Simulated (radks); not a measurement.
Values are calculated unless marked as measured or tabulated.
Q: Species: a nucleus of charge 34.3 with 34 electrons. Configuration: [Ar] 3d10 4s2 4p4. Code: a radial shooting solver on a logarithmic mesh with Libxc functionals. Model: scalar-relativistic Kohn-Sham, PBE, spin-unpolarised, spherical densities, finite nucleus; Fermi nuclear charge, rms radius 4.14 fm. Some entries of the table are withheld. Estimate them.

orbital  occ.  eigenvalue (hartree)  <1/r> (bohr^-1)
1s          2             -468.5164            34.89
2s          2                   (1)            7.711
2p          6             -53.30852            7.551
3s          2              -8.22253            2.519
3p          6              -5.95401              (2)
3d         10              -2.20837            2.068
4s          2              -0.76875           0.7596
4p          4                   (3)           0.6030

A: 
(1) 2s eigenvalue (hartree): -60.54063
(2) 3p <1/r> (bohr^-1): 2.367
(3) 4p eigenvalue (hartree): -0.34923
